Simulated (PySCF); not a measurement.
Species: C4H6N2O2Si.
Geometry (GFN2-xTB, Å), atoms numbered from 1 in this order:
```xyz
15
C4H6N2O2Si angstrom
O      1.3011   -1.5509    0.3687
C      1.5539   -0.3991    0.0457
O      2.8017    0.0367   -0.1198
C      0.5104    0.5559   -0.1747
C      0.4369    1.8871   -0.5370
N     -0.8556    2.2606   -0.5897
C     -1.5461    1.1903   -0.2694
N     -0.7823    0.1201   -0.0054
Si    -1.2004   -1.5374    0.4697
H      3.4291   -0.6837    0.0535
H      1.2327    2.5705   -0.7547
H     -2.6160    1.1614   -0.2209
H     -0.7512   -1.7635    1.8334
H     -2.6673   -1.3982    0.4915
H     -0.8512   -2.4419   -0.6128
```

Computed, not measured: CAM-B3LYP/def2-SVPD in PySCF (dipole) on a GFN2-xTB geometry, gas phase.

Take the most abundant isotopes and a rigid rotor. The values belong to one conformer with, in the numbering `[O:1]=[C:2]([OH:3])[c:4]1[cH:5][n:6][cH:7][n:8]1[SiH3:9]`, O1–C2–O3–H 0°, O1–C2–C4–C5 180°.

Q: Give the principal moments of inertia and the rotational constants in cm⁻¹.

A: Ia = 274.59, Ib = 313.98, Ic = 582.07 u·Å²; 505379 MHz·u·Å²/I gives 1840, 1610 and 868.2 MHz, that is A = 0.06139, B = 0.05369, C = 0.02896 cm⁻¹.

Q: Classify the top.

A: An asymmetric top. Ray's parameter κ = (2B − A − C)/(A − C) = 0.525; −1 is the prolate and +1 the oblate limit.

Q: What does the inertial defect say?

A: Not planar: Δ = Ic − Ia − Ib = -6.51 u·Å². For a rigid frame Δ = −2 Σ m c², so Σ m c² = 3.25 u·Å² lies off the ab plane, practically all of it from hydrogen. The atom farthest from that plane is 1.27 Å away.

Q: Give the other two planar moments, Paa and Pbb, and the rms extents of the mass along the axes.

A: Paa = Σ m a² = (Ib + Ic − Ia)/2 = 310.73 and Pbb = Σ m b² = (Ia + Ic − Ib)/2 = 271.34 u·Å². With the mass M = 142.02 u, the rms extents √(P/M) along a, b and c are 1.48, 1.38, 0.15 Å.

Q: Where do the levels up to J = 5 lie, in cm⁻¹?

A: Above 0(0,0):
J = 1: 1(0,1) 0.0827, 1(1,1) 0.0904, 1(1,0) 0.1151
J = 2: 2(0,2) 0.2294, 2(1,2) 0.2309, 2(1,1) 0.3051, 2(2,1) 0.3282, 2(2,0) 0.3468
J = 3: 3(0,3) 0.4322, 3(1,3) 0.4324, 3(1,2) 0.5689, 3(2,2) 0.5762, 3(2,1) 0.6399, 3(3,1) 0.6859, 3(3,0) 0.6978
J = 4: 4(0,4) 0.6923, 4(1,4) 0.6923, 4(1,3) 0.8888, 4(2,3) 0.8901, 4(2,2) 1.0177, 4(3,2) 1.0377, 4(3,1) 1.0885, 4(4,1) 1.1642, 4(4,0) 1.1708
J = 5: 5(0,5) 1.0103, 5(1,5) 1.0103, 5(1,4) 1.2642, 5(2,4) 1.2643, 5(2,3) 1.4569, 5(3,3) 1.4620, 5(3,2) 1.5757, 5(4,2) 1.6165, 5(4,1) 1.6535, 5(5,1) 1.7639, 5(5,0) 1.7672

Q: Predict some low-J microwave lines.

A: The dipole components are |μa| = 1.84 D, |μb| = 0.83 D, |μc| = 0.00 D; the mirror of this Cs structure is the ab plane, so μc vanishes by symmetry and there are no c-type lines. Intensities carry the squares of the components, which stand as 1.00 : 0.20 (a : b). Some lines, for components of 0.1 D or more:

```csv
type,branch,"J(Ka,Kc)",MHz,lower level (cm⁻¹)
b,Q,"4(3,1) ← 4(2,2)",2122,1.018
b,Q,"3(2,1) ← 3(1,2)",2129,0.569
a,Q,"2(1,1) ← 2(1,2)",2224,0.231
b,Q,"2(1,1) ← 2(0,2)",2270,0.229
b,Q,"4(4,0) ← 4(3,1)",2467,1.089
b,R,"1(1,1) ← 0(0,0)",2709,0.000
b,Q,"3(3,1) ← 3(2,2)",3289,0.576
b,Q,"4(2,2) ← 4(1,3)",3865,0.889
a,Q,"3(1,2) ← 3(1,3)",4091,0.432
b,Q,"3(1,2) ← 3(0,3)",4097,0.432
b,R,"2(1,2) ← 1(0,1)",4445,0.083
a,Q,"4(1,3) ← 4(1,4)",5890,0.692
b,Q,"4(1,3) ← 4(0,4)",5891,0.692
b,Q,"4(2,3) ← 4(1,4)",5930,0.692
b,R,"3(0,3) ← 2(1,2)",6034,0.231
b,R,"2(2,1) ← 1(1,0)",6390,0.115
a,R,"4(0,4) ← 3(0,3)",7798,0.432
b,R,"3(2,2) ← 2(1,1)",8126,0.305
a,R,"3(2,1) ← 2(2,0)",8787,0.347
b,R,"4(1,3) ← 3(2,2)",9373,0.576
a,R,"4(1,3) ← 3(1,2)",9592,0.569
a,R,"4(3,2) ← 3(3,1)",10547,0.686
b,R,"3(3,0) ← 2(2,1)",11080,0.328
a,R,"4(2,2) ← 3(2,1)",11327,0.640
b,R,"4(4,0) ← 3(3,1)",14538,0.686
b,R,"4(3,1) ← 3(2,2)",15360,0.576
b,R,"4(2,2) ← 3(1,3)",17548,0.432
```

Q: Estimate the classical rotational partition function at 100 K, 298.15 K and 500 K.

A: Point group Cs, symmetry number σ = 1; q = (√π/σ)·√((kT/h)³/(ABC)), k/h = 20836.6 MHz/K: 105000 at 100 K, 541000 at 298.15 K, 1180000 at 500 K.

Whether it is a minimum is left open (no frequencies). No vibrational averaging or centrifugal distortion is included, and the geometry carries the error of its method. A rigid rotor knows nothing of internal rotation, which can split or shift real lines. Quadrupole hyperfine structure (14N) is left out.
